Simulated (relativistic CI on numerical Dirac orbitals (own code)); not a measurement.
Radial parameters of Zr10+

Calculated at this level of theory: Dirac-Coulomb-Breit CI, separate exchange-only KLI orbitals for each configuration, QED by a radiative potential, unscaled Slater integrals (own radial code, finite nucleus).

Slater integrals F^k, G^k are unscaled and averaged over j, outside the closed core [Ar] 3d10; ζ comes from projecting the Hamiltonian with its Breit term on Σ l·s of the shell.

- 4s.4p: G^1(4s,4p) = 121140, ζ(4p) = 13972 cm⁻¹; <r>(4s) = 1.078, <r^2>(4s) = 1.304, <r>(4p) = 1.146, <r^2>(4p) = 1.479 (bohr units).
- 4p2: F^2(4p,4p) = 91393, ζ(4p) = 13924 cm⁻¹; <r>(4p) = 1.147, <r^2>(4p) = 1.483 (bohr units).
- 4s.4d: G^2(4s,4d) = 80614, ζ(4d) = 1269.6 cm⁻¹; <r>(4s) = 1.078, <r^2>(4s) = 1.303, <r>(4d) = 1.285, <r^2>(4d) = 1.88 (bohr units).

In this model ζ of a weakly bound d, f or g electron outside closed shells comes out too small, for d by up to a factor of two or three and at times with the wrong sign; that of an outer p electron is too small as well.

Averages of the first 10 configurations, taken without configuration mixing, which lowers the lowest level and can move excited configurations by several eV; other configurations of the list can lie among them:

| Configuration | Parity | States | Average energy above the lowest level (eV) |
| --- | --- | --- | --- |
| 4s2 | even | 1 | 1.4 |
| 4s.4p | odd | 12 | 25.4 |
| 4p2 | even | 15 | 53.5 |
| 4s.4d | even | 20 | 67.4 |
| 4d2 | even | 45 | 135.4 |
| 4s.4f | odd | 28 | 105.6 |
| 4p.4d | odd | 60 | 93.9 |
| 4p.5s | odd | 12 | 127.5 |
| 4f2 | even | 91 | 211.9 |
| 4p.4f | even | 84 | 132.4 |
